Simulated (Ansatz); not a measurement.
Reactions of H6OSiSn (`[SiH3][O][SnH3]`).

Program: Ansatz. Geometries: PBE0-D4/def2-TZVP. ΔE: electronic, gas phase. CCSD(T)/CBS is the MP2 limit (def2-TZVPP, def2-QZVPP) plus CCSD(T) − MP2 in def2-TZVPP, frozen cores. This one scheme is used for every species, atoms too. Functionals use def2-TZVPP. B3LYP here is the variant with VWN-RPA as its local correlation; programs differ in this. Open shells (•) are unrestricted, without spin–orbit coupling. Spin–orbit coupling would lower the free atoms: a little for F. def2 core potentials past Kr. For Br, Ge, Se, Sn outer-core shells are correlated without core-valence functions, so the limit isn't a true one: a few kJ/mol of doubt a bond, and 10 to 20 or more in all where bonds break to atoms. Scalar relativity is left out up to krypton. One conformer a species, not always the lowest.

```
                                                                               reaction  CCSD(T)/CBS(def2) (kcal/mol)
                                   `[SiH3][O][SnH3]` + CH₃SH → `C[S][SnH3]` + `O[SiH3]`                             ?
                           `[SiH3][O][SnH3]` + `CC(N)O` → `CC(O)N[SiH3]` + `[OH][SnH3]`                          14.8
                                   `[SiH3][O][SnH3]` + H₂Se → `[SeH][SnH3]` + `O[SiH3]`                         -10.2
                               `[SiH3][O][SnH3]` + `CCCO` → `CCCO[SiH3]` + `[OH][SnH3]`                           4.3
            `[SiH3][O][SnH3]` + `COC(=N)[SiH2]F` → `CO[C](=N)[SnH3]` + `F[SiH2]O[SiH3]`                         -15.7
                           `[SiH3][O][SnH3]` + `OC(S)S` → `OC(S)S[SiH3]` + `[OH][SnH3]`                             ?
                                      `[SiH3][O][SnH3]` + F• → `[SiH3][O][SnH2]`• + H–F                         -61.8
       `[SiH3][O][SnH3]` + `[NH2][Al]([Br])[Br]` → `N[SiH2][O][SnH3]` + `[Br][AlH][Br]`                             ?
`[SiH3][O][SnH3]` + `[NH2][Al]([NH2])[OH]` → `[NH2][Al]([NH2])[O][SiH3]` + `[OH][SnH3]`                          -1.6
`[SiH3][O][SnH3]` + `[OH][GeH]([OH])[OH]` → `[OH][Ge]([OH])([OH])[SiH3]` + `[OH][SnH3]`                          21.5
```

Q: Fill in the missing values. (An estimate is asked.)

A: Ansatz gave: `[SiH3][O][SnH3]` + CH₃SH → `C[S][SnH3]` + `O[SiH3]`: -4.9 kcal/mol; `[SiH3][O][SnH3]` + `OC(S)S` → `OC(S)S[SiH3]` + `[OH][SnH3]`: +11.2 kcal/mol; `[SiH3][O][SnH3]` + `[NH2][Al]([Br])[Br]` → `N[SiH2][O][SnH3]` + `[Br][AlH][Br]`: +6.1 kcal/mol.

Largest T1 diagnostic: 0.016, for `[SiH3][O][SnH2]`•.
